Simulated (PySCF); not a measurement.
## Electron correlation in O (oxygen, neutral)

[He] 2s2 2p4, high-spin 3P determinant. Computed with PySCF 2.14 in ANO-RCC-VTZP, with scalar relativity by spin-free X2C-1e. Frozen: nothing; 8 electrons correlated.

```csv
level,correlation energy (mhartree)
CCSD,-162.88
(T),-3.00
CCSD(T),-165.88
CCSDT,-166.23
```

Diagnostics: T1 = 0.0076, D1 = 0.0148, largest double amplitude 0.034.

Is a single reference adequate?

Yes: T1 lies below 0.03 and no double amplitude reaches 0.07.
